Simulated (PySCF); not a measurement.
C$_{4}$H$_{5}$, charge -1, singlet, at a GFN2-xTB geometry; DF-HF/def2-TZVPD run with PySCF.

PySCF was given this input:
```python
from pyscf import gto, scf
import numpy

mol = gto.M(
    atom='''
C     0.01838829    1.09261235    0.31793151
C     0.04322136   -1.09887314    0.29296768
C     0.86364242    0.01454600   -0.41782223
C    -0.64697488   -0.00242694   -0.43053395
H    -0.11541859    1.12684033    1.41520083
H    -0.00676947    2.10157076   -0.11435886
H    -0.08949244   -1.16110732    1.38913817
H     0.04081885   -2.09803459   -0.16219775
H    -1.49880154   -0.00441880   -1.10304047
''',
    basis='def2-tzvpd',
    charge=-1,
    verbose=4,
    cart=True,
)
print('smallest overlap eigenvalue', numpy.linalg.eigvalsh(mol.intor('int1e_ovlp'))[0])

mf = scf.RHF(mol)
mf = mf.density_fit(auxbasis='def2-universal-jkfit')
mf.kernel()
```

**Question.** Predict the main parts of the log of this PySCF run.

**Answer.** 
```
PySCF version 2.14.0

[INPUT] verbose = 4
[INPUT] num. atoms = 9
[INPUT] num. electrons = 30
[INPUT] charge = -1
[INPUT] spin (= nelec alpha-beta = 2S) = 0
[INPUT] symmetry False subgroup None
[INPUT] Mole.unit = angstrom
[INPUT] Cartesian GTO integrals (6d 10f)
[INPUT] Symbol           X                Y                Z      unit          X                Y                Z       unit  Magmom
[INPUT]  1 C      0.018388290000   1.092612350000   0.317931510000 AA    0.034748831999   2.064738101817   0.600803480269 Bohr   0.0
[INPUT]  2 C      0.043221360000  -1.098873140000   0.292967680000 AA    0.081676533131  -2.076569280241   0.553628678549 Bohr   0.0
[INPUT]  3 C      0.863642420000   0.014546000000  -0.417822230000 AA    1.632047643357   0.027487956208  -0.789569583455 Bohr   0.0
[INPUT]  4 C     -0.646974880000  -0.002426940000  -0.430533950000 AA   -1.222605332673  -0.004586251921  -0.813591252827 Bohr   0.0
[INPUT]  5 H     -0.115418590000   1.126840330000   1.415200830000 AA   -0.218109524783   2.129419609815   2.674341979957 Bohr   0.0
[INPUT]  6 H     -0.006769470000   2.101570760000  -0.114358860000 AA   -0.012792444308   3.971393167794  -0.216106925317 Bohr   0.0
[INPUT]  7 H     -0.089492440000  -1.161107320000   1.389138170000 AA   -0.169116201819  -2.194174836028   2.625090690480 Bohr   0.0
[INPUT]  8 H      0.040818850000  -2.098034590000  -0.162197750000 AA    0.077136447220  -3.964710774964  -0.306509325521 Bohr   0.0
[INPUT]  9 H     -1.498801540000  -0.004418800000  -1.103040470000 AA   -2.832324425676  -0.008350321799  -2.084444392612 Bohr   0.0

nuclear repulsion = 107.578612424548
number of shells = 77
number of NR pGTOs = 287
number of NR cGTOs = 217
basis = def2-tzvpd
ecp = {}
smallest overlap eigenvalue 6.946315188507968e-06

******** <class 'pyscf.df.df_jk.DFRHF'> ********
method = DFRHF
initial guess = minao
damping factor = 0
level_shift factor = 0
DIIS = <class 'pyscf.scf.diis.CDIIS'>
diis_start_cycle = 1
diis_space = 8
diis_damp = 0
SCF conv_tol = 1e-09
SCF conv_tol_grad = None
SCF max_cycles = 50
direct_scf = False
Set gradient conv threshold to 3.16228e-05
Initial guess from minao.
******** <class 'pyscf.df.df.DF'> ********
auxbasis = def2-universal-jkfit
init E= -155.288438160842
  HOMO = -0.177425959476876  LUMO = 0.05914196569407  gap/eV = 6.43734
cycle= 1 E= -154.205455784463  delta_E= 1.08  |g|= 0.386  |ddm|= 3.08
  HOMO = -0.0155075373190012  LUMO = 0.195554991621343  gap/eV = 5.74330
cycle= 2 E= -154.25114278682  delta_E= -0.0457  |g|= 0.191  |ddm|= 3.52
  HOMO = -0.0869630116835527  LUMO = 0.198933121187114  gap/eV = 7.77963
cycle= 3 E= -154.260965982111  delta_E= -0.00982  |g|= 0.0677  |ddm|= 0.998
  HOMO = -0.0796911091213595  LUMO = 0.197979966590854  gap/eV = 7.55581
cycle= 4 E= -154.262608157384  delta_E= -0.00164  |g|= 0.00954  |ddm|= 0.565
  HOMO = -0.0780723888420063  LUMO = 0.19761080550143  gap/eV = 7.50172
cycle= 5 E= -154.262697029927  delta_E= -8.89e-05  |g|= 0.00297  |ddm|= 0.23
  HOMO = -0.0783705381902493  LUMO = 0.197479465744057  gap/eV = 7.50626
cycle= 6 E= -154.262708139251  delta_E= -1.11e-05  |g|= 0.00148  |ddm|= 0.125
  HOMO = -0.0783818293954788  LUMO = 0.197453356173605  gap/eV = 7.50586
cycle= 7 E= -154.262709866826  delta_E= -1.73e-06  |g|= 0.000357  |ddm|= 0.0574
  HOMO = -0.0784335199513766  LUMO = 0.197436631969176  gap/eV = 7.50681
cycle= 8 E= -154.262710011823  delta_E= -1.45e-07  |g|= 8.23e-05  |ddm|= 0.0222
  HOMO = -0.0784300279210388  LUMO = 0.197433175968211  gap/eV = 7.50662
cycle= 9 E= -154.262710018902  delta_E= -7.08e-09  |g|= 3.01e-05  |ddm|= 0.00512
  HOMO = -0.0784311582365849  LUMO = 0.197432259765167  gap/eV = 7.50663
cycle= 10 E= -154.262710019557  delta_E= -6.56e-10  |g|= 9.61e-06  |ddm|= 0.00127
  HOMO = -0.0784293258540139  LUMO = 0.197432378690809  gap/eV = 7.50658
Extra cycle  E= -154.26271001962  delta_E= -6.31e-11  |g|= 5.14e-06  |ddm|= 0.000217
converged SCF energy = -154.26271001962
```
